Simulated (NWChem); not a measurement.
Molecule: diboron tetrafluoride (B₂F₄); SMILES FB(F)B(F)F

```xyz
6

F     -0.7934     0.7934     1.5528
B      0.0000     0.0000     0.8612
F      0.7934    -0.7934     1.5528
B      0.0000     0.0000    -0.8612
F      0.7934     0.7934    -1.5528
F     -0.7934    -0.7934    -1.5528
```
Atoms are numbered in this order, from 1.

Program: NWChem. All runs use the structure optimised with PBE0/def2-SVP.

Problem. Estimate the computed values for PBE0/def2-TZVPP. Quantities: highest occupied level (eV); orbital gap (eV).

Solution. 
```json
{
  "highest occupied level (eV)": "-10.03",
  "orbital gap (eV)": "9.16"
}
```
